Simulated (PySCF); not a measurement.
Species: C3H12AlNSi.
Structure used (PBE0-D3(BJ)/def2-SVP), in Å, numbered top down from 1:
```xyz
18
C3H12AlNSi angstrom
C     -2.0134   -1.5815   -0.0641
N     -1.7782   -0.2129   -0.4567
Al    -0.3235    0.7911   -0.2363
C     -0.3174    2.6278   -0.9027
C      1.2235   -0.0196    0.6540
Si     2.3105   -1.0327   -0.4826
H     -2.8552   -1.6886    0.6458
H     -1.1223   -1.9931    0.4359
H     -2.2254   -2.2455   -0.9229
H     -2.5841    0.1896   -0.9265
H     -0.2255    3.3492   -0.0728
H      0.5461    2.8033   -1.5663
H     -1.2288    2.8859   -1.4649
H      1.8405    0.7824    1.0965
H      0.8910   -0.6722    1.4807
H      3.5249   -1.5877    0.1982
H      2.7839   -0.2005   -1.6370
H      1.5444   -2.1877   -1.0520
```

Method: PBE0-D3(BJ)/def2-SVP geometry optimisation, gas phase in PySCF 2.14.0.

(1) Which atoms are bound to Al3, and at what distances?

(2) List the angles at Al3.

(3) What is the shape at Al3?

(4) What are the other bond lengths?

(5) Give some angles away from the centre.

(6) What are the rotational constants (commonest isotopes, rigid rotor)?

Answers

(1) 3 atoms: N2 1.781 Å, C4 1.954 Å, C5 1.960 Å. The nearest atom not counted as bound is H10, at 2.44 Å.

(2) 
| angle | degrees | distance of the outer atoms (Å) |
| --- | --- | --- |
| C4–Al3–C5 | 122.8 | 3.44 |
| N2–Al3–C4 | 119.4 | 3.23 |
| N2–Al3–C5 | 117.9 | 3.21 |

(3) Planar: angles 122.8°, 119.4° and 117.9°, sum 360.0°, 0.01 Å off the plane of its three neighbours.

(4) C1–N2 1.443 Å; C5–Si6 1.871 Å; C1–H7, C1–H8, C1–H9 1.105 Å; N2–H10 1.016 Å; C4–H11, C4–H12, C4–H13 1.103 Å; C5–H14, C5–H15 1.104 Å; Si6–H16, Si6–H17, Si6–H18 1.499 Å.

(5) C1–N2–Al3 129.3°, Al3–C5–Si6 114.0°.

(6) A = 2254, B = 1431, C = 966.8 MHz: an asymmetric top.

Point group: C1 (no symmetry element, even within 0.4 Å). Charge 0, singlet. Not checked by PBE0-D3(BJ)/def2-SVP frequencies.

One conformer stands for the species.
